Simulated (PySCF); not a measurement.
Method: PBE-D3(BJ)/def2-TZVP // CAM-B3LYP-D3(BJ)/def2-TZVP in PySCF. Isolated molecules, 0 K electronic values unless said otherwise. Delta-SCF ions had no search for a lower state. 

Reference species (SMILES): `C(N=[SiH2])#N` (neutral, multiplicity 1).

vertical ionisation energy (Delta-SCF): 9.68 eV
S1 oscillator strength: 0.000
HOMO: -6.40 eV

Changed species: `[H]/N=[si]1/cn1`.

### Question
Give the shifts of the vertical ionisation energy (Delta-SCF), S1 oscillator strength and HOMO.

### Answer
the vertical ionisation energy (Delta-SCF) falls by 0.51 eV, to 9.17 eV; the S1 oscillator strength is nearly the same; the HOMO rises by 0.56 eV, to -5.84 eV.
